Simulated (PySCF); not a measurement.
C7H5NSe, SMILES C(#N)c1c(cccc1)[SeH] (GFN2-xTB optimised geometry):

```
14

N     -2.027    -2.606    -0.004
C     -1.429    -1.626    -0.002
C     -0.694    -0.421     0.000
C     -1.387     0.792     0.001
C     -0.699     1.988     0.001
C      0.689     1.987     0.000
C      1.385     0.794     0.000
C      0.708    -0.421     0.000
Se     1.751    -2.022    -0.001
H     -2.467     0.774     0.001
H     -1.241     2.921     0.001
H      1.230     2.921     0.000
H      2.467     0.791     0.000
H      0.622    -2.921    -0.001
```

Level of theory: PBE/def2-TZVP in PySCF.

Task: What are the frontier orbital energies and the dipole moment?

Result: HOMO-2 -7.72 eV, HOMO-1 -6.97 eV, HOMO -5.75 eV, LUMO -2.53 eV, LUMO+1 -1.85 eV; dipole moment 3.99 D.

Meta-Löwdin charges at PBE/def2-TZVP: N1 -0.22, C2 0.10, C3 -0.05, C4 -0.09, C5 -0.13, C6 -0.10, C7 -0.13, C8 -0.07, Se9 0.06, H10 0.14, H11 0.13, H12 0.13, H13 0.13, H14 0.09.
